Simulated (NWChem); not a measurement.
Molecule: diboron tetrafluoride (B₂F₄); SMILES FB(B(F)F)F

```xyz
6

F      0.7983    -0.7983     1.5513
B      0.0000     0.0000     0.8574
F     -0.7983     0.7983     1.5513
B      0.0000     0.0000    -0.8574
F     -0.7983    -0.7983    -1.5513
F      0.7983     0.7983    -1.5513
```
Atoms are numbered in this order, from 1.

Computed with NWChem. Pople sets run with spherical d functions. Coordinates come from a B3LYP/6-31G* (spherical d) optimisation. Ions are spin-unrestricted doublets at the neutral geometry; other ion states weren't tried. Functional: LC-ωPBE (HJS hole) with 6-31G*; rows give the range parameter ω in 1/bohr.

For range parameter (1/bohr) 0.05:

- vertical ionisation energy, ΔSCF (eV): 11.71
- −ε(HOMO) (eV): 8.55

Q: Estimate the same quantities for range parameter (1/bohr) 0.40.

A: The vertical ionisation energy, ΔSCF (eV) is 12.70 and the −ε(HOMO) (eV) is 12.40.
